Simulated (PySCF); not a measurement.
NMR data simulated for an unnamed compound:

$^{1}$H NMR (400 MHz, computed): δ 7.77 (s, 1H), 4.95 (s, 3H), 2.10 (s, 3H).

$^{13}$C{$^{1}$H} NMR (computed): δ 170.2 (C), 151.2 (CH), 25.0 (CH3).

Calculated, not measured (PySCF): structure optimised with GFN2-xTB, σ from GIAO-PBE0/pcSseg-1. No solvent, one averaged value for each set of equivalent atoms, no relativistic terms, one computed conformer.

Referencing at the same level of theory: $^{1}$H, $^{13}$C vs TMS.

Which of these does the molecule contain: a non-aromatic C=C double bond, a tert-butyl group, an ester, a Si–H bond, a (CH3)2CH unit?

## Answers


- A non-aromatic C=C double bond: no.
- A tert-butyl group: no.
- An ester: yes (δC 170.2).
- A Si–H bond: yes (δH 4.95 (s)).
- A (CH3)2CH unit: no.

The data belong to SMILES CC(=O)O/C=N/[SiH3], C₃H₇NO₂Si; they needn't prove each group on their own.

Carbon signals by region: 1 in the far downfield region (above 160 ppm), 1 in the sp2 and nitrile region (100–160 ppm), 1 below 50 ppm. Above 160 ppm: 170.2, ester carbonyl carbon.

Shifts are as computed. Against solution values, carbons near 30 ppm lie about +3 ppm off and those near 130 ppm about +5 ppm. Of 1211 compounds with measured shifts, 218 miss one by over three times the rms of a fit or turn the order of signals round; such compounds aren't used in these exercises. No couplings were computed; multiplicities are counted from neighbouring protons, with m where these are inequivalent, close in shift, in a saturated or five-membered ring or joined by F or P, and br s for small geminal =CH2 splittings.
